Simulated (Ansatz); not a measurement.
C2H8AlNSi, SMILES `C=C([SiH3])[NH][AlH2]`, relaxed with RKS PBE-D4/def2-SVP in Ansatz 0.2.0 from a rough embedded geometry. The force threshold is 0.03 eV/Å; the program also tests the step.

Total charge 0; spin multiplicity 1.

Start:

```xyz
13

C    -1.044    1.208   -1.306
C    -0.362    0.449   -0.468
Si   -1.092    0.254    1.205
N     0.843   -0.281   -0.847
Al    1.927   -1.385    0.209
H    -1.899    1.732   -1.081
H    -0.600    1.362   -2.325
H    -2.344    0.962    1.344
H    -0.113    0.678    2.275
H    -1.390   -1.198    1.468
H     1.253   -0.048   -1.800
H     1.511   -1.745    1.740
H     3.310   -1.989   -0.414
```

(1) How much energy does the relaxation release, and in how many steps? (An estimate is asked.)

(2) Which bonds change most? (An estimate is asked.)

(3) Give the relaxed structure. (Best estimate.)

## Answers

(1) Ansatz gave: 44.74 kJ/mol, in 7 steps, 1 of them rejected.

(2) The calculation gave: C1–H6 from 1.027 to 1.099 Å; C2–Si3 from 1.836 to 1.900 Å; N4–Al5 from 1.874 to 1.814 Å; C2–N4 from 1.458 to 1.400 Å.

(3) The calculation gave: 
```xyz
13

C    -0.955    1.201   -1.361
C    -0.317    0.403   -0.463
Si   -1.095    0.203    1.259
N     0.877   -0.269   -0.753
Al    1.940   -1.376    0.213
H    -1.892    1.717   -1.106
H    -0.554    1.360   -2.379
H    -2.353    1.022    1.298
H    -0.153    0.675    2.335
H    -1.426   -1.240    1.537
H     1.189   -0.075   -1.716
H     1.517   -1.718    1.708
H     3.224   -1.903   -0.571
```
